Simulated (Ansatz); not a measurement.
C3H9BClN, SMILES `CCN(C)BCl`. Total charge 0; spin multiplicity 1. The structure was optimised at the PBE0-D4/def2-TZVP level. It is one conformer, not always the lowest.

```xyz
15

C     0.516    1.253    1.216
C     0.479   -0.222    0.855
N    -0.273   -0.492   -0.360
C     0.458   -0.246   -1.585
B    -1.589   -0.922   -0.392
Cl   -2.510   -1.201    1.097
H     0.959    1.856    0.420
H     1.112    1.407    2.119
H    -0.493    1.624    1.405
H     0.030   -0.788    1.670
H     1.497   -0.603    0.717
H     1.345   -0.886   -1.640
H     0.789    0.795   -1.649
H    -0.178   -0.457   -2.443
H    -2.143   -1.118   -1.430
```

Problem. What is the dipole moment at B3LYP/def2-TZVPP? (An estimate is asked.)

Solution. The calculation gave: 2.81 D, with components (2.53, 0.93, -0.80) D in this frame, pointing from negative to positive charge.

Problem. And with PBE, r2SCAN, ωB97M-V? (Estimate.)

Solution. Ansatz gave: PBE 2.83 D, r2SCAN 2.86 D, ωB97M-V 2.79 D.

Problem. Give the Mulliken charges with B3LYP, PBE, r2SCAN in def2-TZVPP. (An estimate is asked.)

Solution. Computed: 
```csv
atom,B3LYP,PBE,r2SCAN
C1,-0.25,-0.25,-0.14
C2,-0.02,-0.03,0.04
N3,-0.08,0.02,-0.06
C4,-0.17,-0.17,-0.05
B5,0.02,-0.03,0.05
Cl6,-0.22,-0.20,-0.22
H7,0.07,0.07,0.04
H8,0.08,0.08,0.04
H9,0.09,0.10,0.06
H10,0.08,0.07,0.05
H11,0.07,0.07,0.03
H12,0.10,0.09,0.05
H13,0.10,0.09,0.06
H14,0.10,0.09,0.06
H15,0.02,0.00,-0.01
```

B3LYP here is the variant with VWN-RPA as its local correlation; programs differ in this.
